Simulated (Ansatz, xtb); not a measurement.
# Relative energy of two structures of C4H9BSSi

Structure I: `BC1=CCC[SiH2]S1`, a singlet. Structure II: a singlet given by its coordinates. Both are isolated molecules in the gas phase, relaxed with B3LYP/def2-SVP; the shapes shown needn't be the lowest conformers.

I (Å):

```yaml
atoms:
  - { symbol: C, position_ang: [0.5044, 0.3426, -1.0415] }
  - { symbol: C, position_ang: [-0.2033, -0.6609, -0.4528] }
  - { symbol: C, position_ang: [-0.7369, -0.6560, 0.9504] }
  - { symbol: C, position_ang: [-1.7095, 0.5179, 1.2236] }
  - { symbol: B, position_ang: [1.0555, 0.1653, -2.4694] }
  - { symbol: S, position_ang: [0.9336, 1.8596, -0.1553] }
  - { symbol: Si, position_ang: [-0.8878, 2.2123, 0.9759] }
  - { symbol: H, position_ang: [0.7699, -0.8417, -3.0733] }
  - { symbol: H, position_ang: [1.7691, 0.9892, -2.9832] }
  - { symbol: H, position_ang: [-0.4000, -1.5449, -1.0697] }
  - { symbol: H, position_ang: [-1.2288, -1.6159, 1.1705] }
  - { symbol: H, position_ang: [0.1234, -0.5703, 1.6434] }
  - { symbol: H, position_ang: [-2.5819, 0.4451, 0.5528] }
  - { symbol: H, position_ang: [-2.0975, 0.4504, 2.2541] }
  - { symbol: H, position_ang: [-1.8121, 3.1435, 0.2647] }
  - { symbol: H, position_ang: [-0.4797, 2.8518, 2.2596] }
```

II (Å):

```xyz
16

C     0.1137   -0.5693   -3.1422
C    -0.0881   -1.3573   -2.2414
C    -0.2873   -2.2869   -1.1354
C     1.4818   -0.7834    0.3917
B     0.5349   -2.0042    0.2039
S     0.0529   -0.0328    1.3664
Si   -0.9531    1.3359   -0.0053
H     0.2795    0.1146   -3.9527
H    -1.3629   -2.3889   -0.9002
H     0.0190   -3.3042   -1.4517
H     0.4757   -2.8369    1.0766
H     1.7308   -0.1611   -0.4771
H     2.3206   -0.8531    1.0942
H    -1.9569    0.6597   -0.8662
H     0.0506    2.0665   -0.8239
H    -1.6506    2.2709    0.9215
```

Close contacts (Å): C1–C2 1.21, C2–C3 1.46, C3–B5 1.60, C4–B5 1.56, C4–S6 1.89, B5–S6 2.34, S6–Si7 2.18, C1–H8 1.07, C3–H9 1.11, C3–H10 1.11, C4–H12 1.10, C4–H13 1.10, B5–H11 1.21, Si7–H14 1.49, Si7–H15 1.49, Si7–H16 1.49.

Problem. Which of the two would you expect CCSD(T)/def2-SVP + ΔMP2/def2-TZVPP electronic energies to favour?

Solution. Structure I; the calculation gives E(II) − E(I) = +30.3 kcal/mol.

The same difference at several levels:

```csv
level,geometry,E(II) − E(I) (kcal/mol),departure from the last row (kcal/mol),"job, with rough time for the two"
B3LYP/def2-SVP,B3LYP/def2-SVP,+31.7,+1.3,"optimisation, 89 s"
HF/def2-SVP,B3LYP/def2-SVP,+31.8,+1.5,part of the CCSD(T) run
MP2/def2-SVP,B3LYP/def2-SVP,+31.0,+0.7,part of the CCSD(T) run
CCSD(T)/def2-SVP,B3LYP/def2-SVP,+31.4,+1.0,single point
CCSD(T)/def2-SVP + ΔMP2/def2-TZVPP,B3LYP/def2-SVP,+30.3,,"single point, 91 s"
```

None of the levels shown reverses the order. The largest departure from CCSD(T)/def2-SVP + ΔMP2/def2-TZVPP is that of HF/def2-SVP, 1.5 kcal/mol. Levels run at GFN2-xTB geometries aren't shown. The last row adds to CCSD(T) the change of the MP2 difference between the two basis sets, here −1.0 kcal/mol.

With thermal terms from frequencies at re-optimised GFN2-xTB minima (ideal gas, soft modes damped towards free rotors, one conformer each, 298.15 K, 1 atm): on the last row, ΔE + ΔZPE = +27.7, ΔH = +28.4, ΔG = +26.8 kcal/mol.

The correlated steps freeze 15 core orbitals. Programs: Ansatz 0.2.0, xtb 6.7.1; the last row on 4 threads of Arm Neoverse V1 on a shared host.
